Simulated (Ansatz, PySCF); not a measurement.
Gas-phase reaction (SMILES): F[Si](F)(Br)Br [dibromo(difluoro)silane] + F (HF) → F[Si](F)(F)Br + Br (HBr); hydrogen fluoride cleaves one Si-Br bond, a model of a ligand-exchange step.

Structures are relaxed separately at B3LYP-D3(BJ)/def2-TZVP in Ansatz (an electronic-structure program). Valence correlation only, unless marked. No spin-orbit coupling. Frozen are the shells of the preceding noble gas and the d and f shells that filled before the atom's block. No relativistic terms. CBS marks a two-point X^-3 extrapolation of the correlation energy; Hartree-Fock from the larger set. Thermal terms are rigid-rotor harmonic-oscillator values from B3LYP-D3(BJ) frequencies (Ansatz or PySCF) at 298.15 K and 1 atm. 1 Eh = 627.5095 kcal/mol.

```json
[
 {"species": "F[Si](F)(Br)Br", "E, CCSD(T)/CBS(def2-TZVPP,def2-QZVPP) (Ansatz) (Eh)": "-5634.25904", "E, PBE/def2-TZVPD (Ansatz) (Eh)": "-5636.72049", "H - E (Eh)": "0.01590", "G - E (Eh)": "-0.02358"},
 {"species": "F (HF)", "E, CCSD(T)/CBS(def2-TZVPP,def2-QZVPP) (Ansatz) (Eh)": "-100.39331", "E, PBE/def2-TZVPD (Ansatz) (Eh)": "-100.39521", "H - E (Eh)": "0.01259", "G - E (Eh)": "-0.00713"},
 {"species": "F[Si](F)(F)Br", "E, CCSD(T)/CBS(def2-TZVPP,def2-QZVPP) (Ansatz) (Eh)": "-3161.39214", "E, PBE/def2-TZVPD (Ansatz) (Eh)": "-3162.76587", "H - E (Eh)": "0.01712", "G - E (Eh)": "-0.01920"},
 {"species": "Br (HBr)", "E, CCSD(T)/CBS(def2-TZVPP,def2-QZVPP) (Ansatz) (Eh)": "-2573.28279", "E, PBE/def2-TZVPD (Ansatz) (Eh)": "-2574.36895", "H - E (Eh)": "0.00927", "G - E (Eh)": "-0.01328"}
]
```

Problem. Work out ΔE and ΔH, ΔG, ΔS and the equilibrium constant at 298.15 K at the first level, then ΔH at the second.

Solution. 
1. ΔE = [(-3161.39214) + (-2573.28279)] - [(-5634.25904) + (-100.39331)] = -0.02258 Eh = -14.2 kcal/mol at CCSD(T)/CBS(def2-TZVPP,def2-QZVPP).
2. The terms H - E add up to -0.00210 Eh, so ΔH = (-0.02258 + (-0.00210))×627.5095 = -15.5 kcal/mol.
3. The terms G - E add up to -0.00177 Eh, so ΔG = -15.3 kcal/mol, and ΔS = (-0.00210 - (-0.00177))×627509.5/298.15 = -0.7 cal/(mol K).
4. log10 K = -ΔG/(RT ln 10) = 11.2, with RT ln 10 = 1.3642 kcal/mol.
5. At PBE/def2-TZVPD the same steps give ΔE = -12.0 and ΔH = -13.3 kcal/mol, a shift of +2.2 from the first level.
6. These values are not checked against measurement here, since the tables used lack a sound gas-phase enthalpy of formation for at least one species.
